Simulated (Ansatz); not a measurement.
Computed with Ansatz on PBE0-D4/def2-TZVP structures; ΔE is electronic, products minus reactants. CCSD(T)/CBS is the MP2 limit (def2-TZVPP, def2-QZVPP) plus CCSD(T) − MP2 in def2-TZVPP, frozen cores. DFT in def2-TZVPP. For Ge outer-core shells are correlated without core-valence functions, which leaves a few kJ/mol of doubt a bond. Scalar relativity is left out up to krypton. One conformer a species, not always the lowest.

Consider the redistribution: `[OH][GeH]([OH])[SiH3]` + `FB(S)O[SiH3]` → `[OH][GeH]([SiH3])[SH]` + `OB(F)O[SiH3]`.

| level | ΔE (kJ/mol) | difference from CCSD(T)/CBS |
| --- | --- | --- |
| PBE-D4 | -87.6 | 5.3 |
| PBE0-D4 | -94.8 | -1.9 |
| B2PLYP | -92.4 | 0.5 |
| PBE | -87.5 | 5.4 |
| r2SCAN | -91.2 | 1.7 |
| PBE0 | -94.6 | -1.7 |
| HF/def2-TZVPP | -105.6 | -12.7 |
| CCSD/def2-TZVPP | -95.0 | -2.1 |
| HF/CBS(def2) | -104.8 | -11.9 |
| CCSD/CBS(def2) | -95.7 | -2.8 |
| CCSD(T)/CBS | -92.9 | 0 |

Largest T1 diagnostic among the species: 0.013.

In def2-TZVPP, CCSD(T) changes the Hartree–Fock value by +13.5 kJ/mol (the triples alone add +2.9 kJ/mol) and MP2 by +13.7 kJ/mol. From PBE to PBE0 (25 % exact exchange), in def2-TZVPP and without D4, ΔE moves by −7.1 kJ/mol.
